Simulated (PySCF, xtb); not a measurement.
C3H6FNSi, SMILES F[C@@H]1CN=C1[SiH3].

GFN2-xTB (xtb) at its own geometry gives an orbital gap of 3.02 eV and a dipole moment of 1.47 D.

Coordinates come from a PBE-D3(BJ)/def2-SVP optimisation. The structure was generated by enumeration; whether it is a known compound was not checked.

Question: What does HF/def2-TZVP (PySCF) give? (Estimate from the structure and the level; the computed values follow.)

Answer: gap 13.91 eV (levels -11.29 and 2.63 eV), dipole 1.23 D.
